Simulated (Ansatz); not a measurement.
Program: Ansatz.

Input:

```yaml
crystal:
  periodic: [false, false, false]
  atoms:
    - { symbol: Al, position_ang: [-1.1668, -1.2568, 0.5468] }
    - { symbol: S, position_ang: [1.2859, -1.5439, 1.4772] }
    - { symbol: H, position_ang: [-1.5878, -2.3804, -0.4082] }
    - { symbol: H, position_ang: [-2.1239, -0.6631, 1.5914] }
    - { symbol: H, position_ang: [0.9, -0.2919, 0.2534] }
    - { symbol: O, position_ang: [0.0037, 0.293, -0.4389] }
    - { symbol: C, position_ang: [0.3478, 1.406, -1.2126] }
    - { symbol: H, position_ang: [1.0483, -0.6635, 2.4475] }
    - { symbol: H, position_ang: [0.7051, 2.2172, -0.5715] }
    - { symbol: H, position_ang: [-0.538, 1.7444, -1.7522] }
    - { symbol: H, position_ang: [1.1256, 1.139, -1.933] }
magnetization:
  spin_polarized: true
basis:
  gaussian: { orbitals: "6-31G" }
hamiltonian:
  xc: pbe
  dispersion: d4
md:
  timestep: 0.5
  n_steps: 25
  ensemble: nvt_langevin
  initial_velocities: maxwell_boltzmann
  seed: 70794
```

Command:

```bash
$ ansatz run input.yaml --threads 1 --pin off --max-ram 2048MiB --backend cpu --events-out ev --progress --plain --runs-dir out
```

**Question.** What happens when this is run?

**Answer.** The program refused the input.

```
Error: invalid value for `md.temperature`: is required — the nvt_* ensembles, npt_langevin and the maxwell_boltzmann velocity draw need a target temperature in K
```
